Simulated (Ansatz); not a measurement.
Reactions of ClH$_{8}$N$_{3}$Si$_{2}$ (`N[SiH2]N[SiH](N)Cl`).

Isolated molecules relaxed with PBE0-D4/def2-TZVP in Ansatz; ΔE leaves out vibrations. CBS: MP2 limit from def2 TZ/QZ plus the TZ coupled-cluster correction, frozen cores. This one scheme is used for every species. DFT in def2-TZVPP. Each species was taken in one conformer, which may not be the lowest.

```json
{"reaction": "`N[SiH2]N[SiH](N)Cl` → `N[SiH2]N` + `N[Si]Cl`", "ωB97X-V (kJ/mol)": "217", "CCSD(T)/CBS(def2) (kJ/mol)": "210"}
{"reaction": "`N[SiH2]N[SiH](N)Cl` + H₂ → `N[SiH2]N[SiH2]Cl` + NH₃", "ωB97X-V (kJ/mol)": "51", "CCSD(T)/CBS(def2) (kJ/mol)": "52"}
{"reaction": "`N[SiH2]N[SiH](N)Cl` + HCl → `N[SiH](Cl)Cl` + `N[SiH2]N`", "ωB97X-V (kJ/mol)": "-19", "CCSD(T)/CBS(def2) (kJ/mol)": "-17"}
{"reaction": "`N[SiH2]N[SiH](N)Cl` + `B[SiH](N)F` → `B[SiH2]N` + `N[Si@H](F)N[Si@@H](N)Cl`", "ωB97X-V (kJ/mol)": "-4", "CCSD(T)/CBS(def2) (kJ/mol)": "-4"}
```

Largest T1 diagnostic: 0.013, for `N[Si]Cl`.
